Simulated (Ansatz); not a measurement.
`COc1ccc(-c2cc3sc(-c4cc5sc(-c6cc7sc(-c8cc9sc(-c%10ccc(C(F)=C(F)F)cc%10)cc9s8)cc7s6)cc5s4)cc3s2)cc1` with charge +1. The state is a doublet with charge 1. Geometry PBE-D4/def2-SVP, that of the neutral singlet; atoms count from 1.

Cartesian coordinates in Å:
```
C 4.572 -9.733 14.322
O 4.946 -9.999 12.983
C 4.527 -9.146 12.012
C 4.932 -9.453 10.694
C 4.553 -8.636 9.633
C 3.753 -7.480 9.832
C 3.353 -6.622 8.718
C 2.662 -5.411 8.757
C 2.449 -4.878 7.462
S 1.677 -3.451 6.828
C 2.061 -3.927 5.167
C 1.647 -3.094 4.069
C 0.951 -1.881 4.109
C 0.719 -1.366 2.813
S -0.064 0.052 2.173
C 0.297 -0.444 0.512
C -0.122 0.383 -0.589
C -0.843 1.580 -0.553
C -1.057 2.102 -1.850
S -1.846 3.515 -2.494
C -1.439 3.041 -4.151
C -1.847 3.874 -5.252
C -2.619 5.038 -5.223
C -2.808 5.575 -6.518
S -3.645 6.952 -7.172
C -3.168 6.524 -8.822
C -3.604 7.346 -9.946
C -4.644 8.300 -9.810
C -5.077 9.072 -10.887
C -4.487 8.922 -12.167
C -4.897 9.682 -13.344
F -4.185 9.458 -14.475
C -5.912 10.575 -13.472
F -6.732 10.928 -12.491
F -6.197 11.197 -14.603
C -3.439 7.979 -12.307
C -3.008 7.214 -11.224
C -2.385 5.369 -8.846
C -2.186 4.838 -7.549
S -1.352 3.453 -6.899
C -0.723 1.841 -4.186
C -0.510 1.319 -2.890
S 0.287 -0.089 -2.246
C 0.995 -1.655 0.472
C 1.230 -2.168 1.768
S 2.010 -3.588 2.408
C 2.758 -5.138 5.122
C 2.972 -5.668 6.417
S 3.736 -7.095 7.056
C 3.356 -7.191 11.157
C 3.732 -8.001 12.235
H 4.963 -8.752 14.675
H 5.016 -10.538 14.937
H 3.467 -9.745 14.456
H 5.552 -10.347 10.533
H 4.891 -8.896 8.617
H 2.334 -4.932 9.688
H 0.633 -1.406 5.047
H -1.190 2.041 0.381
H -3.027 5.461 -4.295
H -5.140 8.426 -8.835
H -5.889 9.793 -10.731
H -2.956 7.857 -13.287
H -2.177 6.508 -11.369
H -2.000 4.922 -9.771
H -0.381 1.378 -5.121
H 1.311 -2.133 -0.465
H 3.088 -5.603 4.184
H 2.727 -6.312 11.360
H 3.396 -7.734 13.246
```

Single mean-field runs in def2-SVP are fitted with def2-universal-jkfit.

Estimate the Mulliken populations of the heavy atoms from the PBE0/def2-SVP orbitals of Ansatz.


| atom | charge (e) | spin (α − β) |
| --- | --- | --- |
| C1 | 0.08 | 0.00 |
| O2 | -0.33 | 0.02 |
| C3 | 0.23 | 0.05 |
| C4 | -0.03 | -0.02 |
| C5 | -0.04 | 0.03 |
| C6 | 0.05 | -0.01 |
| C7 | -0.09 | 0.10 |
| C8 | -0.01 | -0.02 |
| C9 | -0.05 | 0.07 |
| S10 | 0.18 | -0.02 |
| C11 | -0.10 | 0.03 |
| C12 | -0.09 | 0.08 |
| C13 | -0.01 | 0.01 |
| C14 | -0.05 | 0.06 |
| S15 | 0.19 | -0.02 |
| C16 | -0.09 | 0.06 |
| C17 | -0.10 | 0.04 |
| C18 | -0.01 | 0.04 |
| C19 | -0.06 | 0.03 |
| S20 | 0.19 | -0.02 |
| C21 | -0.09 | 0.09 |
| C22 | -0.10 | 0.00 |
| C23 | -0.01 | 0.06 |
| C24 | -0.06 | 0.00 |
| S25 | 0.17 | -0.01 |
| C26 | -0.10 | 0.09 |
| C27 | 0.05 | -0.03 |
| C28 | -0.04 | 0.03 |
| C29 | -0.02 | -0.02 |
| C30 | -0.03 | 0.05 |
| C31 | 0.18 | -0.02 |
| F32 | -0.21 | 0.00 |
| C33 | 0.37 | 0.03 |
| F34 | -0.16 | 0.00 |
| F35 | -0.14 | 0.00 |
| C36 | -0.02 | -0.02 |
| C37 | -0.02 | 0.04 |
| C38 | -0.01 | -0.03 |
| C39 | -0.05 | 0.07 |
| S40 | 0.18 | -0.01 |
| C41 | -0.02 | -0.01 |
| C42 | -0.05 | 0.07 |
| S43 | 0.18 | -0.02 |
| C44 | -0.01 | 0.02 |
| C45 | -0.05 | 0.05 |
| S46 | 0.19 | -0.02 |
| C47 | -0.01 | 0.05 |
| C48 | -0.05 | 0.02 |
| S49 | 0.17 | -0.02 |
| C50 | -0.03 | 0.04 |
| C51 | -0.09 | -0.02 |
Mulliken values depend strongly on the basis.

Where does the spin sit?

Summed by element: C 1.13, O 0.02, S -0.14, F 0.00, H -0.01, of 1 unpaired in all. Largest on single atoms: C7 0.10, C26 0.09, C21 0.09.

And the Mayer bond orders between heavy atoms (over 0.3, the first 40 of 60)?

C1–O2 0.93 (1.42 Å); O2–C3 1.15 (1.36 Å); C3–C4 1.32 (1.41 Å); C3–C51 1.28 (1.41 Å); C4–C5 1.47 (1.39 Å); C5–C6 1.28 (1.42 Å); C6–C7 1.14 (1.46 Å); C6–C50 1.34 (1.41 Å); C7–C8 1.47 (1.39 Å); C7–S49 1.11 (1.77 Å); C8–C9 1.32 (1.42 Å); C9–S10 1.09 (1.74 Å); C9–C48 1.34 (1.41 Å); S10–C11 1.09 (1.77 Å); C11–C12 1.28 (1.44 Å); C11–C47 1.41 (1.40 Å); C12–C13 1.41 (1.40 Å); C12–S46 1.10 (1.77 Å); C13–C14 1.36 (1.41 Å); C14–S15 1.08 (1.74 Å); C14–C45 1.32 (1.41 Å); S15–C16 1.09 (1.77 Å); C16–C17 1.28 (1.44 Å); C16–C44 1.40 (1.40 Å); C17–C18 1.41 (1.40 Å); C17–S43 1.09 (1.77 Å); C18–C19 1.37 (1.41 Å); C19–S20 1.08 (1.74 Å); C19–C42 1.33 (1.41 Å); S20–C21 1.10 (1.77 Å); C21–C22 1.26 (1.44 Å); C21–C41 1.42 (1.40 Å); C22–C23 1.43 (1.40 Å); C22–S40 1.09 (1.77 Å); C23–C24 1.35 (1.42 Å); C24–S25 1.08 (1.74 Å); C24–C39 1.35 (1.41 Å); S25–C26 1.11 (1.77 Å); C26–C27 1.12 (1.46 Å); C26–C38 1.48 (1.40 Å).
